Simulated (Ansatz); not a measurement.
Reaction (atomization): `Br[SiH]1BC1` → B• + Br• + C• + 4 H• + Si•

Gas-phase electronic energies from Ansatz, PBE0-D4/def2-TZVP geometries. CCSD(T)/CBS adds triple-zeta CCSD(T) − MP2 to the extrapolated MP2 energy (def2 sets, frozen cores). This one scheme is used for every species, atoms too. Functionals use def2-TZVPP. B3LYP here is the variant with VWN-RPA as its local correlation; programs differ in this. No spin–orbit coupling; open shells (•) take unrestricted orbitals. Spin–orbit coupling would lower the free atoms: a little for B, C, Si; clearly for Br. For Br outer-core shells are correlated without core-valence functions, so the limit isn't a true one: a few kJ/mol of doubt a bond, and 10 to 20 or more in all where bonds break to atoms. Scalar relativity is left out up to krypton.

```
           level  ΔE (eV)  difference from CCSD(T)/CBS
     LDA (SPW92)    31.87                         4.03
       revPBE-D4    27.82                        -0.02
       r2SCAN-D4    28.25                         0.41
          B97M-V    28.20                         0.36
      r2SCAN0-D4    27.88                         0.04
        BHLYP-D4    27.19                        -0.65
        PBE-QIDH    27.92                         0.08
          revPBE    27.32                        -0.52
            PBE0    27.98                         0.14
           B3LYP    27.52                        -0.32
    MP2/def2-SVP    26.60                        -1.24
CCSD(T)/def2-SVP    26.16                        -1.68
  MP2/def2-TZVPP    27.59                        -0.25
 CCSD/def2-TZVPP    26.58                        -1.26
   HF/def2-QZVPP    20.70                        -7.14
  MP2/def2-QZVPP    28.04                         0.20
     CCSD(T)/CBS    27.84                            0
```

Largest T1 diagnostic among the species: 0.014.

Leaving LDA and LC-ωPBE aside and taking each functional with its dispersion term where it has one, the values, not all of them listed here, spread over 1.31 eV, from BHLYP-D4 to PBE-D4. LDA lies +3.56 eV from PBE without D4, its usual overbinding. The D4 term adds +0.30 eV with B3LYP and +0.15 eV with PBE0; it sums over pairs of atoms, weighted by their polarisabilities, and B3LYP, whose exchange is more repulsive, gets the larger term. At CCSD(T), def2-SVP lies −1.67 eV from the extrapolated value and def2-TZVPP −0.77 eV: correlation converges slowly with the basis, and small sets miss more of it in the bonded molecule than in its fragments.

For atomizations the MP2-based limit and the directly extrapolated one differ by several kJ/mol either way, and by 10 to 25 for some Ge, Se and Sn compounds, so smaller differences from it don't rank the levels.
